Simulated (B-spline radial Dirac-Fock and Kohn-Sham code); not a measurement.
In the model described below, an M4 (3d3/2) vacancy in La⁴⁺, configuration [Kr] 4d10 5s2 5p5, lives for 0.89 fs, which corresponds to a natural width of 0.737 eV. Out of 1000 such holes, about 0.61 decay by emitting a photon and the rest by ordinary Auger emission. The strongest X-ray line is Mζ2 (M4-N2) at 629.7 eV, with 75 % of the radiative rate. The strongest electron group is M4-N4N5 near 573 eV, with 33 % of the non-radiative rate.

The run's input, task.json:

```json
{"items": [{
  "Z": 57,
  "q": 4,
  "cfg": [[1, 0, 2], [2, 0, 2], [2, 1, 6], [3, 0, 2], [3, 1, 6], [3, 2, 10], [4, 0, 2], [4, 1, 6], [4, 2, 10], [5, 0, 2], [5, 1, 5]],
  "A": 139,
  "rrms": 4.855,
  "do": ["binding", "quiet", "decay"],
  "holes": ["K", "L1", "L2", "L3", "M1", "M2", "M3", "M4", "M5", "N1", "N2", "N3", "N4", "N5"]
}]}
```

Run with: `python xray_run.py task.json out`

These are calculated numbers from an atomic code on a B-spline grid; the model is independent-particle radiative and Coulomb Auger rates from relativistic LDA hole-state orbitals, with Dirac-Fock energies.
